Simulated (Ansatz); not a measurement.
```yaml
crystal:
  periodic: [false, false, false]
  atoms:
    - {symbol: F, position_ang: [0.012257, -0.319265, 1.787752]}
    - {symbol: Ti, position_ang: [0.069603, -0.142891, 0.064219]}
    - {symbol: F, position_ang: [1.459703, -0.971881, -0.556548]}
    - {symbol: Cl, position_ang: [-1.732578, -0.964789, -0.819701]}
    - {symbol: I, position_ang: [0.240914, 2.325227, -0.517122]}
basis:
  gaussian: {orbitals: def2-TZVPP}
hamiltonian: {xc: {name: HF}}
correlation: {method: mp2, frozen_orbitals: {F: 9}}
```

```sh
$ ansatz run in.yaml --threads 4 --pin off --events-out ev --progress --plain --max-ram 10444MiB
```

(1) How does Ansatz answer? (An estimate is asked.)

Results:

(1) Computed: The program refused the input.
```
Functional definition: HF
Error: "frozen_orbitals" has no count for Ti
```
